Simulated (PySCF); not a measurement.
## Computed properties of Si(F)(Cl)2(OH) (Cl₂FHOSi), SMILES Cl[Si](O)(F)Cl

Si(F)(Cl)2(OH) (Cl₂FHOSi), SMILES O[Si](Cl)(F)Cl. Geometry: B3LYP-D3(BJ)/def2-SVP. Other conformers were not sampled. All values are computed for the isolated molecule unless a solvent is named; none is compared with measurement here.

**Structure.** All 12 harmonic modes at B3LYP-D3(BJ)/def2-SVP (PySCF) are real, so it is a minimum. With heavy atoms numbered as in [OH:1][Si:2]([F:3])([Cl:4])[Cl:5], the shortest bond between them is Si2–F3 at 1.610 Å and the longest Si2–Cl5 at 2.049 Å.

**Vibrations.** The strongest infrared lines (harmonic, unscaled, degenerate partners summed) lie at 790 cm⁻¹ (281 km/mol, H 61 %, O 23 %, Si 12 %), 627 cm⁻¹ (198 km/mol, Si 59 %, Cl 30 %, H 11 %), 902 cm⁻¹ (156 km/mol, Si 39 %, F 38 %, O 12 %, H 10 %). The softest mode is at 132 cm⁻¹ and the zero-point energy is 13.0 kcal/mol.

**Electronic structure.** HF/def2-TZVP (PySCF) places the frontier levels at -13.01 and 3.16 eV, a gap of 16.17 eV, and gives a dipole moment of 1.84 D and a mean polarisability of 43.3 bohr³.

**Excitations.** TDA-ωB97X/def2-SVPD (PySCF) has S1 at 8.45 eV (147 nm, f = 0.045, weak); the most intense of the 10 singlets computed lies at 10.04 eV (f = 0.11). T1 (TDA) is at 7.88 eV, 0.57 eV under S1. No vertical singlet excitation falls in the visible range (under 3.1 eV).

**NMR.** GIAO shifts at PBE0/pcSseg-1 (PySCF) (non-relativistic, atoms alike by connectivity averaged): ¹H at 3.2 ppm against TMS; ²⁹Si at -29.8 ppm against TMS; ¹⁹F at -104.8 ppm against CFCl3. Without spin–orbit terms, shifts of atoms bonded to Cl or Br come out too high.
